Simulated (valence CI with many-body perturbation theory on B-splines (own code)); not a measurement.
**Tm XXVIII: calculated level list**

Method: configuration interaction combined with many-body perturbation theory (CI+MBPT): six valence electrons over a frozen Dirac-Fock core [Kr], a basis of 7 s, 7 p, 8 d, 6 f, 4 g, 1 h functions for each j, with the one-electron correlation potential Σ1, the two-electron term Σ2, the three-electron term Σ3, Breit, model QED; selected CI, second order for the rest, scaled by the run's own slope (own B-spline code, finite nucleus).

No measured spectrum was set against this ion. As an estimate, large intervals hold to a few tenths of a per cent, small ones and those within an open d or f shell to about a per cent. Core correlation moves these levels by up to 8400 cm⁻¹, and in measured spectra 5 to 20 % of such shifts remained as error; rates that hang on mixing are uncertain with them. Among the levels kept, up to 780 cm⁻¹ of a level comes from second order outside the variational space, and about a tenth of that is noise between levels of different J, which matters for small intervals. Only levels of the ground parity were solved; by the run's estimate the other parity begins above the list, which can be wrong where configurations are misplaced.

Levels 1 to 34 of 34, with energies above the lowest level, (4d3/2^4 4d5/2^2) J=4. "Leading %" is the weight of the configuration and term that name the level; weights of strongly mixed levels are sums over their largest components and can fall short. In the jj column 3d3/2^4 stands for four electrons in 3d with j = 3/2.

```tsv
No.	Configuration	Term	J	E (eV)	Leading %	g	Second component	Leading jj
1	4d⁶	⁵D	4	0.000	45	1.311	35 % 4d⁶ ³F	4d3/2^4 4d5/2^2 (90 %)
2	4d⁶	³P	2	2.318	41	1.325	21 % 4d⁶ ⁵D	4d3/2^4 4d5/2^2 (91 %)
3	4d⁶	³P	0	6.911	43		31 % 4d⁶ ⁵D	4d3/2^4 4d5/2^2 (74 %)
4	4d⁶	⁵D	3	8.844	74	1.403	16 % 4d⁶ ³F	4d3/2^3 4d5/2^3 (91 %)
5	4d⁶	⁵D	4	10.201	36	1.147	23 % 4d⁶ ³H	4d3/2^3 4d5/2^3 (89 %)
6	4d⁶	⁵D	1	10.349	58	1.361	27 % 4d⁶ ³P	4d3/2^3 4d5/2^3 (92 %)
7	4d⁶	³G	5	12.748	58	1.128	41 % 4d⁶ ³H	4d3/2^3 4d5/2^3 (99 %)
8	4d⁶	³H	6	12.953	71	1.116	28 % 4d⁶ ¹I	4d3/2^3 4d5/2^3 (98 %)
9	4d⁶	³F	2	14.539	51	0.941	25 % 4d⁶ ¹D	4d3/2^3 4d5/2^3 (90 %)
10	4d⁶	³G	3	14.949	31	1.040	28 % 4d⁶ ³F	4d3/2^3 4d5/2^3 (94 %)
11	4d⁶	³D	2	18.176	32	1.183	29 % 4d⁶ ⁵D	4d3/2^3 4d5/2^3 (60 %)
12	4d⁶	³P	0	18.199	82		11 % 4d⁶ ¹S	4d3/2^3 4d5/2^3 (68 %)
13	4d⁶	³P	1	18.619	46	1.051	44 % 4d⁶ ³D	4d3/2^3 4d5/2^3 (89 %)
14	4d⁶	³G	4	18.914	38	1.033	33 % 4d⁶ ¹G	4d3/2^3 4d5/2^3 (86 %)
15	4d⁶	³F	3	20.074	52	1.082	35 % 4d⁶ ¹F	4d3/2^3 4d5/2^3 (96 %)
16	4d⁶	³P	2	20.770	41	1.393	34 % 4d⁶ ⁵D	4d3/2^2 4d5/2^4 (76 %)
17	4d⁶	⁵D	0	21.754	51		46 % 4d⁶ ¹S	4d3/2^2 4d5/2^4 (85 %)
18	4d⁶	³F	4	22.742	42	1.096	39 % 4d⁶ ³H	4d3/2^2 4d5/2^4 (94 %)
19	4d⁶	³D	3	23.864	30	1.194	22 % 4d⁶ ¹F	4d3/2^2 4d5/2^4 (84 %)
20	4d⁶	³H	5	24.024	58	1.100	41 % 4d⁶ ³G	4d3/2^2 4d5/2^4 (99 %)
21	4d⁶	¹I	6	25.472	71	1.045	28 % 4d⁶ ³H	4d3/2^2 4d5/2^4 (98 %)
22	4d⁶	³G	3	25.675	47	0.949	39 % 4d⁶ ³F	4d3/2^2 4d5/2^4 (96 %)
23	4d⁶	³P	1	27.029	55	1.080	41 % 4d⁶ ³D	4d3/2^2 4d5/2^4 (87 %)
24	4d⁶	¹G	4	27.927	57	1.055	21 % 4d⁶ ³F	4d3/2^2 4d5/2^4 (88 %)
25	4d⁶	¹D	2	27.978	34	1.052	31 % 4d⁶ ³F	4d3/2^2 4d5/2^4 (88 %)
26	4d⁶	³F	2	31.521	73	0.837	14 % 4d⁶ ³P	4d3/2^2 4d5/2^4 (94 %)
27	4d⁶	³F	4	32.561	64	1.164	25 % 4d⁶ ¹G	4d3/2^2 4d5/2^4 (90 %)
28	4d⁶	³P	1	33.977	69	1.498	30 % 4d⁶ ⁵D	4d3/2 4d5/2^5 (94 %)
29	4d⁶	¹G	4	38.567	51	1.024	18 % 4d⁶ ³F	4d3/2 4d5/2^5 (86 %)
30	4d⁶	¹D	2	38.654	80	1.036	11 % 4d⁶ ³P	4d3/2^2 4d5/2^4 (91 %)
31	4d⁶	³P	2	39.989	37	1.211	30 % 4d⁶ ¹D	4d3/2 4d5/2^5 (89 %)
32	4d⁶	³F	3	40.451	42	1.065	27 % 4d⁶ ¹F	4d3/2 4d5/2^5 (93 %)
33	4d⁶	¹S	0	42.216	61		32 % 4d⁶ ³P	4d3/2^2 4d5/2^4 (62 %)
34	4d⁶	¹S	0	51.362	53		40 % 4d⁶ ³P	4d5/2^6 (67 %)
```

The ionisation energy to 4d⁵ ⁴P5/2 of the next ion comes out as 1005.1 eV (NIST: 1004 ± 4 eV (theoretical)). All 34 levels together are meant to be complete up to 53.299 eV.
